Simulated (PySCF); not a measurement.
# Tl⁺ (thallium, charge +1): UHF calculation

Configuration: [Xe] 4f14 5d10 6s2, closed-shell 1S. All numbers are calculated (PySCF 2.14, a scalar-relativistic core potential, in aug-cc-pVDZ-PP with ECP60MDF).

```
Total energy             : -171.328809 hartree
One-electron energy      : -295.9948 hartree
Hartree (Coulomb) energy : 138.4659 hartree
Exchange energy          : -13.7999 hartree
⟨S²⟩                     : 0.0000
⟨L²⟩                     : 0.000
Sum of ⟨r⟩               : 26.89 bohr
Sum of ⟨r²⟩              : 44.94 bohr²
Time after the integrals : 0.07 s of wall time on 1 thread of Neoverse-V2 (shared host)
```

```csv
shell,electrons,mean orbital energy (eV),"rms radius, mean of both spins (bohr)"
5s,2,-160.78,0.952
5p,6,-101.59,1.09
5d,10,-30.124,1.48
6s,2,-18.717,2.64
```

Energies and moments cover only the electrons outside the core potential. Spin-orbit coupling, which splits the p, d and f shells strongly at this Z, is absent.
